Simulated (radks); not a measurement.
Q: Neutral antimony, [Kr] 4d10 5s2 5p3. Calculated with a radial shooting solver on a logarithmic mesh with Libxc functionals: non-relativistic Kohn-Sham, exchange-only LDA, spin-polarised, spherical densities, point nucleus. Every spin shell is full or empty, so the densities are truly spherical. Functionals are evaluated on that one density, not self-consistently. Rank these orbital-free kinetic functionals by their error against the exact value of the orbitals, and give that value: Thomas-Fermi, von Weizsacker, TF + vW, TF + vW/9, TF + vW/5, LC94, APBEK, revAPBEK, Perdew 92, Pearson, LKT, DePristo-Kress, Ernzerhof.

A: Exact: 6305.57 hartree. From best to worst, with 100 (|E| - |E exact|)/|E exact| (equal figures are ties): LC94 +0.07, DePristo-Kress -0.10, APBEK +0.12, revAPBEK +0.29, Ernzerhof -0.41, Perdew 92 -0.67, TF + vW/9 -0.68, Pearson -0.91, TF + vW/5 +2.99, Thomas-Fermi -5.26, LKT +19.01, TF + vW +35.99, von Weizsacker -58.75.
